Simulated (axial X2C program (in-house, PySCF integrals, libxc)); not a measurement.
**BrTiBr⁻: properties at the nuclei**

Computed with an axial X2C code built on PySCF integrals: two-component X2C with atomic mean-field Coulomb and Gaunt terms, Gaussian nuclei, basis Br dyall-av3z, Ti dyall-v3z with contracted cores.

Br–Ti–Br held linear, with bonds 2.513 and 2.513 Å (near the PBE0 minimum at charge -1 of the determinant lowest at the starting distance; the state shown can have its own minimum elsewhere, held linear; other orders of the atoms were not compared).

Input and command:
```json
{"zs": [35, 22, 35], "q": -1, "bas": ["dyall-av3z", "dyall-v3z", "dyall-av3z"], "r0": [2.5, 2.5], "symm": 1, "scan": ["PBE0", "HF", "PBE"], "levels": ["PBE0", "HF", "B3LYP"], "nst": 2}
```
```bash
python solin.py task.json out
```

Keys: zs atomic numbers; q charge; bas basis sets; r0 starting distance in Å; symm equal bonds; scan levels of the two-bond scan; levels methods; nst determinants followed.

Determinant lowest in the PBE0 search, Ω = 3/2 (⟨Sz⟩ = 1.50, ⟨Lz⟩ = 0.00 at PBE0), spin on the atoms Br -0.04, Ti 1.58, Br -0.04:

| level | A∥/gI Br (MHz) | qzz Br (a.u.) | A∥/gI Ti (MHz) | qzz Ti (a.u.) |
| --- | --- | --- | --- | --- |
| PBE0 | 14.3 | 0.60 | 161 | 0.20 |
| HF | 10 | 0.24 | 136 | 0.14 |
| B3LYP | 16.7 | 0.54 | 179 | 0.22 |

Determinant 0.24 eV from it at PBE0 and this distance, Ω = 3/2 (⟨Sz⟩ = -1.50, ⟨Lz⟩ = 3.00 at PBE0), spin on the atoms Br 0.06, Ti -1.61, Br 0.06:

```tsv
level	A∥/gI Br (MHz)	qzz Br (a.u.)	A∥/gI Ti (MHz)	qzz Ti (a.u.)
PBE0	17.6	0.67	79.9	-1.18
HF	-15.3	0.24	141	-1.10
B3LYP	14.4	0.59	61.6	-1.19
```

A∥ (defined per Ω) follows by multiplying with gI = μI/(I μN); qzz is the electric field gradient, eQq0 = 234.96 MHz × Q/barn × qzz. The operators were transformed with the bare-nucleus X2C matrices; with these basis sets, hyperfine constants and field gradients can be off by tens of per cent, and where levels differ in sign neither size nor sign is settled.

Question: With gI(79Br) = 1.4043, gI(47Ti) = -0.3154, Q(47Ti) = 0.302 barn (g factors from the IAEA table of nuclear moments by Stone; Q from Pyykkö, Mol. Phys. 2018), turn the PBE0 values of the first state into constants in MHz.

Answer: A∥(79Br) = 14.3 × 1.4043 = 20.1 MHz; A∥(47Ti) = 161 × -0.3154 = -50.8 MHz; eQq0(47Ti) = 234.96 × (0.302) × (0.20) = 14.2 MHz.

The molecule was held linear; bending was not examined, so a bent shape may lie lower.

Each state is one determinant with collinear spin, which with several unpaired electrons need not be a pure state. Unrestricted Hartree–Fock can overshoot spin polarisation at the nuclei. For an anion, determinants above electron detachment, or with a positive highest level, are held by the basis set. This is the top spin component of a Σ state; components of lower Ω are not single determinants and can lie lower. With several open shells hyperfine constants can be off by a factor of several. At HF a later determinant lies lower. States lie within half an eV, so the first need not be the ground state. Where a field gradient or hyperfine factor spreads by more than a factor of two over the levels, a constant derived from it is not to be relied on. PBE0 term energies can be off by some tenths of an eV.
